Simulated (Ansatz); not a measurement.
The same molecule with X = B, Al, Ga, In. Ansatz, PBE0-D4/def2-TZVP geometries, multiplicity 1. Each molecule was computed in one conformer, which needn't be the lowest.

Elements past krypton have def2 core potentials. Scalar relativity is left out up to krypton.

```csv
X,molecule,mean X–Br bond length / Å,mean X–N bond length / Å,HOMO–LUMO gap (PBE0/def2-TZVPP) / eV,HOMO energy (PBE0/def2-TZVPP) / eV,LUMO energy (PBE/def2-TZVPP) / eV
Al,`[NH2][Al]([Br])[Br]`,2.241,1.748,7.19,-8.00,-1.64
Ga,`[NH2][Ga]([Br])[Br]`,2.270,1.793,6.71,-7.98,-2.17
In,`[NH2][In]([Br])[Br]`,2.449,2.002,5.78,-7.95,-3.01
```

Problem. Give the row for X = B, `NB(Br)Br`. (An estimate is asked.)

Solution. Computed: 
```json
{"X": "B", "molecule": "`NB(Br)Br`", "mean X–Br bond length / Å": "1.922", "mean X–N bond length / Å": "1.381", "HOMO–LUMO gap (PBE0/def2-TZVPP) / eV": "7.92", "HOMO energy (PBE0/def2-TZVPP) / eV": "-8.10", "LUMO energy (PBE/def2-TZVPP) / eV": "-1.12"}
```

From B to In the mean X–Br bond length rises at each step, by 0.527 Å in all; the mean X–N bond length rises at each step, by 0.621 Å in all; the HOMO–LUMO gap (PBE0/def2-TZVPP) falls at each step, by 2.14 eV in all; the HOMO energy (PBE0/def2-TZVPP) rises at each step, by 0.15 eV in all; the LUMO energy (PBE/def2-TZVPP) falls at each step, by 1.89 eV in all. Bonds lengthen as the atom grows down the group.

Spin–orbit coupling is left out; it splits and shifts lone-pair levels of the heavy atoms by tenths of an eV.
